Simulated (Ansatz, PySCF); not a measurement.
Reaction (SMILES): OBO [boronic acid] + B (BH3) → 2 BO (H3BO)
Geometries: B3LYP-D3(BJ)/def2-TZVP minima from Ansatz (a first-principles code), one conformer each, not searched for the lowest. Frequencies are from Ansatz or PySCF.
Geometry of the first species:
SMILES: OBO
```xyz
6

B     -0.0618     0.4717    -0.0887
O      1.1892     0.1032     0.2852
O     -1.0389    -0.4792    -0.1889
H     -0.2682     1.6242    -0.3195
H      1.2676    -0.8443     0.4518
H     -1.8927    -0.1309    -0.4590
```
Charge 0, spin multiplicity 1.

Wanted: bond separation energy (0 K, with B3LYP-D3(BJ) harmonic zero-point energies), in kcal/mol. Valence correlation only, unless marked. No spin-orbit coupling. No relativistic terms. CBS marks a two-point X^-3 extrapolation of the correlation energy; Hartree-Fock from the larger set.

| level | program | bond separation energy (kcal/mol) | minus last row |
|---|---|---|---|
| HF/cc-pVTZ | Ansatz | 1.3 | 2.3 |
| TPSS-D4/def2-TZVPD | PySCF + dftd4 | -2.5 | -1.5 |
| PBE0-D4/def2-TZVP | Ansatz + dftd4 | -1.4 | -0.4 |
| r2SCANh/def2-TZVPD | Ansatz | -0.8 | 0.2 |
| MN15-D3(BJ)/def2-TZVPD | PySCF + dftd3 | -2.1 | -1.1 |
| CAM-B3LYP-D3(BJ)/def2-TZVPD | Ansatz + dftd3 | -1.3 | -0.3 |
| RPA@PBE/cc-pVTZ | Ansatz | -2.3 | -1.3 |
| RPA@PBE/cc-pVQZ | Ansatz | -2.0 | -1.0 |
| MP2/cc-pVTZ | Ansatz | -1.3 | -0.3 |
| RI-MP2/cc-pVTZ | Ansatz | -1.3 | -0.3 |
| SCS-MP2/cc-pwCVTZ | Ansatz | -1.3 | -0.3 |
| CCSD/cc-pVTZ | Ansatz | -0.9 | 0.1 |
| CCSD(T)/cc-pVDZ | Ansatz | -2.7 | -1.7 |
| CCSD(T)/cc-pVDZ | PySCF | -2.7 | -1.7 |
| CCSD(T)/CBS(cc-pVTZ,cc-pVQZ) | Ansatz | -1.0 | 0.0 |
